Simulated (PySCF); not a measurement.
A structure optimised at B3LYP-D3(BJ)/def2-SVP, used in a PySCF frequency run:

```
Si
H 1 1.4952
H 1 1.4963 2 107.64
C 1 1.8916 2 109.17 3 119.17
H 4 1.1047 1 108.11 2 -54.63
H 4 1.1050 5 106.86 1 116.56
Si 4 1.8788 5 108.35 6 117.70
O 7 1.6735 4 112.82 5 -44.36
H 8 0.9641 7 117.02 4 -63.19
H 7 1.4864 8 105.00 9 176.73
H 7 1.4965 10 109.37 8 118.95
C 1 1.8920 2 109.38 3 -118.77
H 12 1.1049 1 108.07 2 -61.34
H 12 1.1051 13 105.53 1 115.26
C 12 1.5341 13 110.25 14 119.25
H 15 1.1022 12 111.80 13 -58.03
H 15 1.1025 16 107.38 12 122.54
H 15 1.1025 16 107.33 17 114.96
```

Q: Write its SMILES and formula.

A: CC[SiH2]C[SiH2]O, C3H12OSi2

Q: What are its rotational constants (standard atomic weights)?

A: 5.4145, 0.85883, 0.78113 GHz
